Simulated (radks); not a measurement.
Neutral phosphorus, 15 electrons, occupied as [Ne] 3s1 3p4 (not the ground configuration). Calculated with a radial shooting solver on a logarithmic mesh with Libxc functionals: scalar-relativistic Kohn-Sham, r2SCAN, spin-polarised, spherical densities, finite nucleus; open shells are filled with parallel spins first; meta-GGA in the generalised Kohn-Sham scheme; Fermi nuclear charge, rms radius 3.1889 fm. Some entries of the table are withheld. Estimate them.

orbital,occ.,eigenvalue (eV),<r^2> (bohr^2),<1/r> (bohr^-1)
1s up,1,-2098.073,0.01445,14.65
1s down,1,-2097.542,0.01445,14.65
2s up,1,(1),0.3190,2.837
2s down,1,(2),0.3191,2.832
2p up,3,-128.4943,(3),2.713
2p down,3,-127.8609,(4),2.711
3s up,1,-16.9125,4.018,0.7283
3s down,0,-11.9472,4.615,0.6921
3p up,3,-7.5859,5.838,(5)
3p down,1,-3.9014,8.338,(6)

Answer. 
(1) 2s up eigenvalue (eV): -179.8828
(2) 2s down eigenvalue (eV): -179.4902
(3) 2p up <r^2> (bohr^2): 0.2943
(4) 2p down <r^2> (bohr^2): 0.2935
(5) 3p up <1/r> (bohr^-1): 0.6044
(6) 3p down <1/r> (bohr^-1): 0.5240
